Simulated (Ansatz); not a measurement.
`FBOC(F)(F)F` + SiH₄ → `FC(F)(F)[SiH3]` + `OBF` at 600 K and 1 bar (formal exchange of groups at a C–O bond).

Calculated with Ansatz (gas phase, PBE0-D4/def2-TZVP geometries, no zero-point term in ΔE). CCSD(T)/CBS is the MP2 limit (def2-TZVPP, def2-QZVPP) plus CCSD(T) − MP2 in def2-TZVPP, frozen cores. This one scheme is used for every species. Each species was taken in one conformer, which may not be the lowest.

```json
{"species": "`FBOC(F)(F)F`", "CCSD(T)/CBS energy (Eh)": "-537.90160", "H − E (kJ/mol)": "148.9", "S (J/(mol·K))": "422.5"}
{"species": "SiH₄", "CCSD(T)/CBS energy (Eh)": "-291.46306", "H − E (kJ/mol)": "108.7", "S (J/(mol·K))": "242.3"}
{"species": "`FC(F)(F)[SiH3]`", "CCSD(T)/CBS energy (Eh)": "-628.29609", "H − E (kJ/mol)": "155.1", "S (J/(mol·K))": "393.1"}
{"species": "`OBF`", "CCSD(T)/CBS energy (Eh)": "-201.07426", "H − E (kJ/mol)": "109.4", "S (J/(mol·K))": "294.7"}
```

H − E and S are ideal-gas, rigid-rotor, harmonic terms from PBE0-D4/def2-TZVP, for one conformer and one mirror image of each species. 1 Eh = 2625.50 kJ/mol, R = 8.31446 J/(mol·K).

**Question.** By hand: ΔE, ΔH, ΔS and ΔG.

**Answer.** ΔE = (-628.29609) + (-201.07426) − (-537.90160) − (-291.46306) = -0.00569 Eh = -14.9 kJ/mol. Δ(H − E) = 155.1 + 109.4 − 148.9 − 108.7 = 6.9, so ΔH = -8.0 kJ/mol. ΔS = 393.1 + 294.7 − 422.5 − 242.3 = 23.0 J/(mol·K). ΔG = -8.0 − 600 × (23.0)/1000 = -21.8 kJ/mol.

**Question.** By hand: the equilibrium constant, and the temperature at which ΔG would vanish if ΔH and ΔS stayed fixed.

**Answer.** log₁₀ K = −ΔG/(RT ln 10) = 1.9. ΔH and −TΔS have one sign here, so there is no such temperature.

TΔS isn't small against ΔH here. A doubt of 5 kJ/mol in ΔE shifts log₁₀ K by 0.4 here. Other conformers and mirror images would add mixing entropy, several J/(mol·K) or more a flexible species. These are equilibria of isolated gas molecules and say nothing of rates. Largest T1 diagnostic: 0.013 (customary marks: 0.02 for closed shells, 0.045 for open ones).
